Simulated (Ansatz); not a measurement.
Calculated with Ansatz (gas phase, PBE0-D4/def2-TZVP geometries, no zero-point term in ΔE). CCSD(T)/CBS adds triple-zeta CCSD(T) − MP2 to the extrapolated MP2 energy (def2 sets, frozen cores). This one scheme is used for every species. DFT in def2-TZVPP. For Ge outer-core shells are correlated without core-valence functions, which leaves a few kJ/mol of doubt a bond. Scalar relativity is left out up to krypton.

Consider the germylene formation by 1,1-elimination: `N#[C][GeH]([F])[F]` → `[F][Ge][F]` + `C#N`.

```tsv
level	ΔE (kJ/mol)
PBE0-D4	40.2
PBE	13.3
CAM-B3LYP	21.3
LC-ωPBE	47.4
MP2/def2-TZVPP	62.4
CCSD(T)/def2-TZVPP	54.2
SCS-MP2/def2-QZVPP	45.9
HF/CBS(def2)	43.8
```

**Question.** What does CCSD(T)/CBS give? (Best estimate.)

**Answer.** Computed: +34.3 kJ/mol. The listed levels differ from it by 5.9, -21.0, -13.0, 13.1, 28.1, 19.9, 11.6, 9.5 kJ/mol.

Largest T1 diagnostic among the species: 0.015.

From PBE to PBE0 (25 % exact exchange), in def2-TZVPP and without D4, ΔE moves by +22.0 kJ/mol. At CCSD(T), def2-SVP lies +14.1 kJ/mol from the extrapolated value and def2-TZVPP +20.0 kJ/mol. Leaving LDA and LC-ωPBE aside and taking each functional with its dispersion term where it has one, the values, not all of them listed here, spread over 67.2 kJ/mol, from BLYP-D4 to PBE-QIDH. LDA lies +32.0 kJ/mol from PBE without D4.
